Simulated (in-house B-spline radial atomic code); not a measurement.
Checks on a self-consistent run for the bismuth ion Bi⁷⁺, 1s1 2s2 2p6 3s2 3p6 3d10 4s2 4p6 4d10 4f14 5s2 5p6 5d9. Method: Dirac-Hartree-Fock, average of configuration, Fermi nucleus of rms radius 5.5211 fm. Calculated with an all-electron radial atomic-structure program (B-spline basis).

```json
{"orbital": "1s1/2", "q": "1", "ε (Eh)": "-3405.92599", "<1/r>": "103.462", "<r²>": "0.000345534", "small-component weight": "0.10098"}
{"orbital": "2s1/2", "q": "2", "ε (Eh)": "-624.23626", "<1/r>": "25.9762", "<r²>": "0.00509172", "small-component weight": "0.023854"}
{"orbital": "2p1/2", "q": "2", "ε (Eh)": "-603.32171", "<1/r>": "25.8792", "<r²>": "0.00355041", "small-component weight": "0.023841"}
{"orbital": "2p3/2", "q": "4", "ε (Eh)": "-514.26247", "<1/r>": "20.4691", "<r²>": "0.00471422", "small-component weight": "0.020901"}
{"orbital": "3s1/2", "q": "2", "ε (Eh)": "-156.91647", "<1/r>": "9.53426", "<r²>": "0.0327649", "small-component weight": "0.0080734"}
{"orbital": "3p1/2", "q": "2", "ε (Eh)": "-146.46765", "<1/r>": "9.4415", "<r²>": "0.0295738", "small-component weight": "0.0080063"}
{"orbital": "3p3/2", "q": "4", "ε (Eh)": "-126.21560", "<1/r>": "8.02776", "<r²>": "0.035747", "small-component weight": "0.0071574"}
{"orbital": "3d3/2", "q": "4", "ε (Eh)": "-107.99095", "<1/r>": "7.92238", "<r²>": "0.027189", "small-component weight": "0.0070353"}
{"orbital": "3d5/2", "q": "6", "ε (Eh)": "-103.68325", "<1/r>": "7.60655", "<r²>": "0.0288753", "small-component weight": "0.0068032"}
{"orbital": "4s1/2", "q": "2", "ε (Eh)": "-40.51991", "<1/r>": "4.04221", "<r²>": "0.155875", "small-component weight": "0.0027822"}
{"orbital": "4p1/2", "q": "2", "ε (Eh)": "-35.75011", "<1/r>": "3.93893", "<r²>": "0.156821", "small-component weight": "0.00269"}
{"orbital": "4p3/2", "q": "4", "ε (Eh)": "-30.65926", "<1/r>": "3.47081", "<r²>": "0.185411", "small-component weight": "0.0023893"}
{"orbital": "4d3/2", "q": "4", "ε (Eh)": "-22.54624", "<1/r>": "3.27658", "<r²>": "0.190934", "small-component weight": "0.0021839"}
{"orbital": "4d5/2", "q": "6", "ε (Eh)": "-21.57066", "<1/r>": "3.16679", "<r²>": "0.200938", "small-component weight": "0.002099"}
{"orbital": "4f5/2", "q": "6", "ε (Eh)": "-10.87665", "<1/r>": "2.84347", "<r²>": "0.212882", "small-component weight": "0.0017376"}
{"orbital": "4f7/2", "q": "8", "ε (Eh)": "-10.64958", "<1/r>": "2.80183", "<r²>": "0.218617", "small-component weight": "0.0017028"}
{"orbital": "5s1/2", "q": "2", "ε (Eh)": "-10.42662", "<1/r>": "1.68292", "<r²>": "0.749265", "small-component weight": "0.00074992"}
{"orbital": "5p1/2", "q": "2", "ε (Eh)": "-8.62450", "<1/r>": "1.57963", "<r²>": "0.833038", "small-component weight": "0.00067752"}
{"orbital": "5p3/2", "q": "4", "ε (Eh)": "-7.59370", "<1/r>": "1.41859", "<r²>": "0.982905", "small-component weight": "0.00058796"}
{"orbital": "5d3/2", "q": "3.6", "ε (Eh)": "-4.84613", "<1/r>": "1.20001", "<r²>": "1.34075", "small-component weight": "0.0004403"}
{"orbital": "5d5/2", "q": "5.4", "ε (Eh)": "-4.70149", "<1/r>": "1.16118", "<r²>": "1.41609", "small-component weight": "0.00041744"}
```

Electron-electron repulsion V_ee = 7368.0978 hartree.

Question: What total energy follows from the eigenvalues?

Answer: The eigenvalues count the repulsion twice, so E = Σqε - V_ee = -10840.339 - 7368.098 = -18208.437 hartree; the run printed -18208.437.

Question: Does the Dirac virial theorem hold?

Answer: For a point nucleus E = -2c²Σq·w, with w the small-component weight. Here Σq·w = 0.48465 and c = 137.0360, so the ratio E/(-2c²Σq·w) is 1.000340; the finite nucleus accounts for the departure from 1.

Question: What diamagnetic shielding (Lamb formula) and susceptibility (Langevin formula) do the radii give?

Answer: σ = (α²/3)Σq<1/r> = 560.658/(3·137.036²) = 9951.9 ppm, and χ = -0.79199×10⁻⁶·Σq<r²> = -21×10⁻⁶ cm³/mol with Σq<r²> = 26.519 bohr². Both are non-relativistic formulas without the paramagnetism of open shells; for so heavy an element the full relativistic shielding is larger by tens of per cent.
